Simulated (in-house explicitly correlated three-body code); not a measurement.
Computed with an exponentially correlated three-body code. Model: two electrons around a point charge, non-relativistic, variational in 260 exponentially correlated functions (energies converged to about 1e-7 hartree, or 1e-8 relative for large Z).

Command:
```bash
python run_hyl.py task.json out
```
Settings (lengths in bohr, energies in hartree):
```
Z                      3
screening              0.06
interaction_strength   1
functions              260
states_tried           13
```

Cost of the run: 48 s on 1 thread of Intel(R) Xeon(R) Platinum 8375C CPU @ 2.90GHz (Ice Lake), on a shared host.

**Those bound S and P states to n = 4 that converged, binding against the one-electron ion.**

Given: nuclear charge 3; Yukawa screening of all interactions 0.06 1/bohr.

Computed: one-electron threshold -4.32266495 hartree.

```json
{"term": "1 1S", "energy (hartree)": "-6.98448597", "binding (eV)": "72.432"}
{"term": "2 3S", "energy (hartree)": "-4.82175722", "binding (eV)": "13.581"}
{"term": "2 1S", "energy (hartree)": "?", "binding (eV)": "?"}
{"term": "2 3P", "energy (hartree)": "-4.73822549", "binding (eV)": "11.308"}
{"term": "2 1P", "energy (hartree)": "-4.70460786", "binding (eV)": "10.393"}
{"term": "3 3S", "energy (hartree)": "-4.47380928", "binding (eV)": "4.1128"}
{"term": "3 1S", "energy (hartree)": "-4.45679042", "binding (eV)": "3.6497"}
{"term": "3 3P", "energy (hartree)": "?", "binding (eV)": "?"}
{"term": "3 1P", "energy (hartree)": "-4.44296111", "binding (eV)": "3.2734"}
{"term": "4 3S", "energy (hartree)": "-4.37218688", "binding (eV)": "1.3476"}
{"term": "4 1S", "energy (hartree)": "-4.36633877", "binding (eV)": "1.1884"}
{"term": "4 3P", "energy (hartree)": "-4.36417291", "binding (eV)": "1.1295"}
{"term": "4 1P", "energy (hartree)": "-4.36087171", "binding (eV)": "1.0397"}
```

Question: What belongs in the row 2 1S?

Answer: energy (hartree): -4.7529071; binding (eV): 11.707.

Question: What belongs in the row 3 3P?

Answer: energy (hartree): -4.45231908; binding (eV): 3.5281.

**Converged states only, values per electron or pair (inverse distances are <exp(-kr)/r>).**

```
term  mean r (bohr)  mean r squared (bohr²)  mean inverse r (1/bohr)  mean r12 (bohr)  mean inverse r12 (1/bohr)  mean cosine  mean p1 dot p2 (bohr⁻²)  delta r1 (bohr⁻³)  delta r12 (bohr⁻³)
1 1S        0.57303                 0.44674                   2.6281          0.86271                     1.5086    -0.043599                  0.28854             6.8479              0.5332
2 3S              ?                       ?                        ?                ?                          ?            ?                        ?                  ?                   -
2 1S         1.6549                  4.7684                      1.7           2.8652                    0.41743    -0.014379                 0.021277             4.5128            0.063163
2 3P         1.4292                  3.5315                   1.7009           2.4488                    0.44954    -0.053741                 -0.29995             4.2339                   -
2 1P         1.5348                  4.1263                   1.6867           2.6178                    0.43304     0.010127                  0.24577              4.304           0.0096056
3 3S          3.324                  21.649                   1.5605           6.1764                    0.15712    -0.003493                0.0044336             4.3615                   -
3 1S              ?                       ?                        ?                ?                          ?            ?                        ?                  ?                   ?
3 3P         3.3696                  22.645                   1.5548           6.2715                     0.1658     -0.01349                -0.072578             4.2795                   -
3 1P         3.5381                  25.086                   1.5507           6.5981                    0.16158    0.0026887                 0.067234             4.2968           0.0030192
4 3S         6.2379                  80.804                   1.5078            11.99                   0.067428   -0.0012421                0.0015399             4.3178                   -
4 1S         6.6353                  91.838                   1.5054           12.783                   0.067134   -0.0015052                0.0020467              4.315           0.0061069
4 3P         6.4738                  87.969                   1.5052           12.463                   0.069031   -0.0046244                -0.024582             4.2894                   -
4 1P         6.7448                  95.687                   1.5035           13.001                   0.067068   0.00092941                 0.023567             4.2954           0.0011038
```

Question: What belongs in the row 2 3S?

Answer: mean r (bohr): 1.5014; mean r squared (bohr²): 3.8203; mean inverse r (1/bohr): 1.721; mean r12 (bohr): 2.5759; mean inverse r12 (1/bohr): 0.40424; mean cosine: -0.012482; mean p1 dot p2 (bohr⁻²): 0.017168; delta r1 (bohr⁻³): 4.5578.

Question: What belongs in the row 3 1S?

Answer: mean r (bohr): 3.5728; mean r squared (bohr²): 25.268; mean inverse r (1/bohr): 1.5548; mean r12 (bohr): 6.6696; mean inverse r12 (1/bohr): 0.15891; mean cosine: -0.0041842; mean p1 dot p2 (bohr⁻²): 0.0057982; delta r1 (bohr⁻³): 4.3527; delta r12 (bohr⁻³): 0.017281.

**Electric-dipole lines between converged S and P states, rate of the upper state's decay.**

```csv
s state,p state,p minus s (eV),oscillator strength from s,rate (1/s)
1 1S,2 1P,62.039,0.44889,2.4989e+10
1 1S,3 1P,69.158,0.10202,7.0578e+09
1 1S,4 1P,?,?,?
2 1S,2 1P,1.3143,0.22023,5.5024e+06
2 1S,3 1P,8.4341,0.23751,2.4436e+08
2 1S,4 1P,?,?,?
3 1S,2 1P,-6.7435,-0.093097,1.837e+08
3 1S,3 1P,0.37631,0.3993,817870
3 1S,4 1P,2.6101,0.20893,2.0588e+07
4 1S,2 1P,-9.2048,-0.016671,6.1291e+07
4 1S,3 1P,-2.085,-0.1959,3.6954e+07
4 1S,4 1P,0.14877,0.60214,192750
2 3S,2 3P,2.273,0.31489,2.3532e+07
2 3S,3 3P,10.053,0.17221,2.5173e+08
2 3S,4 3P,12.452,0.046612,1.0453e+08
3 3S,2 3P,-7.1951,-0.11572,2.5995e+08
3 3S,3 3P,0.58478,0.54505,2.6959e+06
3 3S,4 3P,2.9834,0.14463,1.8619e+07
4 3S,2 3P,-9.9604,-0.01937,8.3385e+07
4 3S,3 3P,-2.1805,-0.24553,5.0656e+07
4 3S,4 3P,0.21807,0.78814,542110
```

Question: What belongs in the row 1 1S 4 1P?

Answer: p minus s (eV): 71.392; oscillator strength from s: 0.033933; rate (1/s): 2.5016e+09.

Question: What belongs in the row 2 1S 4 1P?

Answer: p minus s (eV): 10.668; oscillator strength from s: 0.059213; rate (1/s): 9.7467e+07.

**Static dipole response.**

```
state  polarisability (bohr³)
 1 1S                 0.19293
 2 1S                  98.331
 2 3S                  47.363
```
